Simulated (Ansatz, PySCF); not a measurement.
Reaction (SMILES): O=[Si]=O [dioxosilane] -> O=[Si]=O as doublet, charge +1 + e-
Geometries: B3LYP-D3(BJ)/def2-TZVP minima from Ansatz (a first-principles code). Frequencies are from Ansatz or PySCF. Unstable Hartree-Fock reference: O=[Si]=O as doublet, charge +1. Markedly spin-contaminated UHF reference, which strains HF, MP2 and, less, CCSD(T): O=[Si]=O as doublet, charge +1. High T1 diagnostic, so coupled cluster is less sure: O=[Si]=O as doublet, charge +1. A spin state is the lowest found, not a proven ground state.

Quantity: adiabatic ionisation energy (0 K, with B3LYP-D3(BJ) harmonic zero-point energies), in eV. Correlated levels leave the core frozen unless marked. UHF or UKS for open shells. Spin-orbit coupling is left out. No relativistic terms. 

```csv
level,program,adiabatic ionisation energy (eV)
PBE/def2-TZVPD,Ansatz,12.13
BLYP-D4/def2-TZVPD,Ansatz + dftd4,12.02
revPBE-D3(BJ)/def2-TZVPD,Ansatz + dftd3,12.03
revPBE/def2-TZVPD,Ansatz,12.02
r2SCAN/def2-TZVPD,Ansatz,12.24
r2SCAN0-D4/def2-TZVPD,Ansatz + dftd4,12.42
LC-wPBE-D4/def2-TZVPD,Ansatz + dftd4,12.90
CCSD(T)/cc-pV(T+d)Z,Ansatz,12.40
CCSD(T)/cc-pwCVTZ,Ansatz,12.43
```
